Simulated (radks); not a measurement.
Spin polarisation of the 3d8 shell in the copper ion Cu3+. Start: [Ar] 3d(up 4, down 4); electrons of 3d are moved from spin down to spin up, other shells keep equal spins. All-electron calculation, scalar-relativistic Kohn-Sham, SCAN, spin-polarised, spherical densities, finite nucleus; meta-GGA in the generalised Kohn-Sham scheme; Fermi nuclear charge, rms radius of each element as measured or else 0.836 A^(1/3) + 0.57 fm. Program: a radial shooting solver on a logarithmic mesh with Libxc functionals.

| moment (Bohr magnetons) | E - E(0) (eV) | e(3d up) (eV) | e(3d down) (eV) | 3p down minus up (eV) | 3s down minus up (eV) | 2p down minus up (eV) |
|---|---|---|---|---|---|---|
| 0 | 0.000 | -49.083 | -49.083 | 0.000 | 0.000 | 0.000 |
| 0.5 | -0.094 | -49.459 | -48.687 | 0.796 | 0.800 | 0.334 |
| 1 | -0.366 | -49.817 | -48.273 | 1.592 | 1.600 | 0.672 |
| 1.5 | -0.854 | -50.157 | -47.840 | 2.388 | 2.402 | 1.008 |
| 2 | -1.529 | -50.478 | -47.386 | 3.187 | 3.204 | 1.342 |

At moment 2 the spin-polarisation energy is -1.529 eV and the 3d exchange splitting 3.091 eV, that is 1.546 eV per Bohr magneton; E = -I m^2/4 would give I = 1.529 eV.
